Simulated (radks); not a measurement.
Q: These are the eigenvalues of the occupied orbitals of an atom or ion with whole-number occupations (eV). Calculated with a radial shooting solver on a logarithmic mesh with Libxc functionals: scalar-relativistic Kohn-Sham, r2SCAN, spin-polarised, spherical densities, finite nucleus; meta-GGA in the generalised Kohn-Sham scheme; Fermi nuclear charge, rms radius of each element as measured or else 0.836 A^(1/3) + 0.57 fm.

1s down: -25419.09
1s up: -25419.08
2s up: -3790.875
2s down: -3790.267
2p up: -3401.478
2p down: -3401.030
3s up: -733.0822
3s down: -732.9402
3p up: -604.2035
3p down: -603.9943
3d up: -401.5545
3d down: -401.0999
4s up: -137.4157
4s down: -135.3077
4p up: -99.6968
4p down: -97.5114
4d up: -44.9661
4d down: -42.8346

Which element is it, and in what charge state? The configuration may be excited. Open shells, if any, are filled with parallel spins first.

A: Z = 47, silver, charge +3: Ag3+ in [Kr] 4d8. The list shows which subshells hold electrons but not how many an open one holds; the 1s level, -934.13 hartree, gives Z - s = 43.2 by -(Z - s)^2/2, which with screening and relativity narrows Z to a few neighbours, and the depths of the outer levels then fix element, charge and occupations together.
